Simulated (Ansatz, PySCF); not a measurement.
silole (C4H6Si), SMILES C1=C[SiH2]C=C1. Atoms are numbered in the order given.

```xyz
11

C      0.0000    -0.7406    -1.3037
C      0.0000    -1.3581    -0.0964
Si     0.0000     0.0000     1.1966
C      0.0000     1.3581    -0.0964
C      0.0000     0.7406    -1.3037
H      0.0000    -1.2809    -2.2591
H      0.0000    -2.4467     0.0015
H     -1.2102     0.0000     2.0754
H      1.2102     0.0000     2.0754
H      0.0000     2.4467     0.0015
H      0.0000     1.2809    -2.2591
```

Coordinates come from a r2SCAN-D4/def2-SVP optimisation.

Two levels are set side by side: PBE-D3(BJ)/def2-SVP (Ansatz, a first-principles code) and r2SCAN-D4/def2-SVP (Ansatz). Each level has its own optimised geometry; the coordinates shown are those of the second. Frequencies come from the Hessian of PySCF at each geometry. Differences are taken from unrounded values.

```
quantity                            r2SCAN-D4  PBE-D3(BJ)  PBE-D3(BJ) minus r2SCAN-D4
----------------------------------  ---------  ----------  --------------------------
mean bond length (Å)                    1.392       1.400                       0.007
bond C1–C2 (Å)                          1.356       1.362                       0.006
bond C1–C5 (Å)                          1.481       1.484                       0.003
bond C2–Si3 (Å)                         1.875       1.883                       0.008
bond Si3–C4 (Å)                         1.875       1.883                       0.008
bond C4–C5 (Å)                          1.356       1.362                       0.006
bond C1–H6 (Å)                          1.098       1.104                       0.007
bond C2–H7 (Å)                          1.093       1.099                       0.006
bond Si3–H8 (Å)                         1.496       1.507                       0.011
bond Si3–H9 (Å)                         1.496       1.507                       0.011
bond C4–H10 (Å)                         1.093       1.099                       0.006
bond C5–H11 (Å)                         1.098       1.104                       0.007
highest harmonic wavenumber (cm⁻¹)       3214        3152                         -62
mean harmonic wavenumber (cm⁻¹)          1326        1292                         -33
zero-point energy (kcal/mol)            51.17       49.89                       -1.28
```
